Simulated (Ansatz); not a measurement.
The cluster Ba13⁻. Charge -1, multiplicity 2. Geometry PBE/def2-SVP; atoms count from 1.

Cartesian coordinates in Å:
```
Ba -0.6527 3.1026 1.9179
Ba -0.3236 -4.4695 -2.1251
Ba -1.4815 -0.7384 4.1139
Ba -3.7532 -1.5379 -2.8312
Ba 2.6295 0.3156 2.6016
Ba -4.4505 0.7763 1.0383
Ba 0.4422 -0.5183 -4.2457
Ba 1.0907 -3.9420 2.1885
Ba 3.3610 -2.0103 -1.1927
Ba 2.2840 2.3695 -1.2868
Ba -2.0970 2.6475 -2.3289
Ba 3.5396 4.7278 2.2575
Ba -0.5886 -0.7228 -0.1073
```

In the def2 sets Ba takes a core potential; there is no spin–orbit coupling. Single mean-field runs in def2-TZVP are fitted with def2-universal-jkfit. The charge -1 doublet is spin-contaminated (final ⟨S²⟩ up to 2.67, 0.75 for a pure state). Another isomer (doublet) lies 0.59 eV lower at PBE0/def2-TZVP; other spin states weren't run for this one.

Estimate the Mulliken populations from the PBE0/def2-TZVP orbitals of Ansatz.


```csv
atom,charge (e),spin (α − β)
Ba1,0.44,0.19
Ba2,-0.38,-0.36
Ba3,-0.38,0.19
Ba4,-0.39,-0.36
Ba5,0.46,0.19
Ba6,-0.36,0.04
Ba7,0.45,-0.22
Ba8,-0.36,0.03
Ba9,0.34,-0.27
Ba10,0.09,0.14
Ba11,0.35,-0.27
Ba12,-0.19,0.49
Ba13,-1.06,1.19
```
Mulliken values and Mayer orders depend strongly on the basis.

Where does the spin sit?

Summed by element: Ba 1.00, of 1 unpaired in all. Largest on single atoms: Ba13 1.19, Ba12 0.49, Ba4 -0.36.

And the Mayer bond orders between bonded heavy atoms (over 0.3)?

Ba1–Ba12 0.56 (4.51 Å); Ba2–Ba4 1.00 (4.57 Å); Ba2–Ba8 0.88 (4.57 Å); Ba2–Ba9 0.34 (4.53 Å); Ba3–Ba6 0.92 (4.54 Å); Ba3–Ba8 0.91 (4.54 Å); Ba4–Ba6 0.89 (4.56 Å); Ba4–Ba11 0.33 (4.53 Å); Ba5–Ba12 0.55 (4.52 Å); Ba6–Ba11 0.32 (4.51 Å); Ba7–Ba13 0.54 (4.27 Å); Ba8–Ba9 0.33 (4.51 Å); Ba9–Ba13 0.58 (4.29 Å); Ba10–Ba12 0.61 (4.44 Å); Ba10–Ba13 1.01 (4.38 Å); Ba11–Ba13 0.58 (4.31 Å). Values over 0.3 also appear between atoms too far apart for a bond (Ba2–Ba3 0.34 at 7.36 Å; Ba2–Ba6 0.36 at 7.39 Å; Ba3–Ba4 0.34 at 7.35 Å; Ba4–Ba8 0.36 at 7.38 Å; Ba6–Ba8 0.37 at 7.37 Å); they arise where an orbital or an unpaired electron spreads over both atoms.
